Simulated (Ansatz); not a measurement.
One change: `O[SiH2][BH][GeH3]` becomes `[SiH3][SiH2][BH][GeH3]`.

Ansatz, PBE0-D4/def2-TZVP geometries, multiplicity 1. Each molecule was computed in one conformer, which needn't be the lowest.

Scalar relativity is left out up to krypton.

```json
{"property": "HOMO energy (PBE0/def2-TZVPP) / eV", "`O[SiH2][BH][GeH3]`": "-7.75"}
{"property": "HOMO–LUMO gap (B3LYP/def2-TZVPP) / eV", "`O[SiH2][BH][GeH3]`": "4.53"}
{"property": "HOMO energy (PBE/def2-TZVPP) / eV", "`O[SiH2][BH][GeH3]`": "-6.53"}
{"property": "LUMO energy (PBE0/def2-TZVPP) / eV", "`O[SiH2][BH][GeH3]`": "-2.86"}
{"property": "LUMO energy (ωB97M-V/def2-TZVPP) / eV", "`O[SiH2][BH][GeH3]`": "-0.89"}
{"property": "LUMO energy (B3LYP/def2-TZVPP) / eV", "`O[SiH2][BH][GeH3]`": "-3.03"}
```

Problem. Give the same properties after the change, and the shifts. (An estimate is asked.)

Solution. The calculation gave: 
```csv
property,`[SiH3][SiH2][BH][GeH3]`,shift
HOMO energy (PBE0/def2-TZVPP) / eV,-7.74,0.01
HOMO–LUMO gap (B3LYP/def2-TZVPP) / eV,4.61,0.08
HOMO energy (PBE/def2-TZVPP) / eV,-6.65,-0.12
LUMO energy (PBE0/def2-TZVPP) / eV,-2.79,0.07
LUMO energy (ωB97M-V/def2-TZVPP) / eV,-0.89,0.00
LUMO energy (B3LYP/def2-TZVPP) / eV,-2.94,0.09
```

B3LYP here is the variant with VWN-RPA as its local correlation; programs differ in this.
